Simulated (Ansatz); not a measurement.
Process, species as SMILES: [N]=B (BH-N) → B=[N-] (an electron is taken up)
B3LYP-D3(BJ)/def2-TZVP geometries, fixed; electronic energies without zero-point terms; positive where energy is released.

Basis-set convergence of the adiabatic electron affinity at PBE0 with Ansatz (a program for electronic structure). Cartesian d functions, on some or all atoms, in 6-31G*, 6-31+G*; all else is spherical. The program fits the integrals of some runs and decomposes those of others, by size. Open shells are unrestricted. No added dispersion term, no relativity. Functions are those of the species that has most. Reference: the value in aug-pcseg-3, 2.799 eV, itself unsure by roughly 0.006 eV (its mean distance from aug-cc-pVQZ, def2-QZVPPD). Deviations are taken from unrounded values.

```tsv
basis	functions	adiabatic electron affinity (eV)
6-31G*	32	2.138
6-31+G*	40	2.779
cc-pVDZ	33	2.418
aug-cc-pVDZ	55	2.793
def2-SVP	33	2.495
def2-SVPD	48	2.729
pcseg-1	33	2.657
aug-pcseg-1	55	2.821
6-311G**	42	2.557
6-311+G**	50	2.819
def2-TZVP	68	2.727
def2-TZVPD	83	2.766
cc-pVTZ	74	2.659
aug-cc-pVTZ	115	2.792
pcseg-2	74	2.779
aug-pcseg-2	115	2.804
def2-TZVPP	76	2.728
def2-TZVPPD	91	2.768
cc-pVQZ	140	2.741
aug-cc-pVQZ	206	2.797
def2-QZVPP	144	2.776
def2-QZVPPD	159	2.788
pcseg-3	153	2.797
aug-pcseg-3	219	2.799
```

What the diffuse functions change, pair by pair:
- 6-31G* to 6-31+G*: 8 more functions, deviation -0.661 to -0.020 eV
- cc-pVDZ to aug-cc-pVDZ: 22 more functions, deviation -0.381 to -0.006 eV
- def2-SVP to def2-SVPD: 15 more functions, deviation -0.304 to -0.070 eV
- pcseg-1 to aug-pcseg-1: 22 more functions, deviation -0.142 to 0.022 eV
- 6-311G** to 6-311+G**: 8 more functions, deviation -0.242 to 0.021 eV
- def2-TZVP to def2-TZVPD: 15 more functions, deviation -0.072 to -0.032 eV
- cc-pVTZ to aug-cc-pVTZ: 41 more functions, deviation -0.139 to -0.007 eV
- pcseg-2 to aug-pcseg-2: 41 more functions, deviation -0.020 to 0.005 eV
- def2-TZVPP to def2-TZVPPD: 15 more functions, deviation -0.071 to -0.031 eV
- cc-pVQZ to aug-cc-pVQZ: 66 more functions, deviation -0.058 to -0.002 eV
- def2-QZVPP to def2-QZVPPD: 15 more functions, deviation -0.023 to -0.011 eV
- pcseg-3 to aug-pcseg-3: 66 more functions, deviation -0.002 to 0.000 eV

Leaving out the reference's own pair, they bring the value nearer the reference by more than 0.006 eV in 11 of 11 pairs.
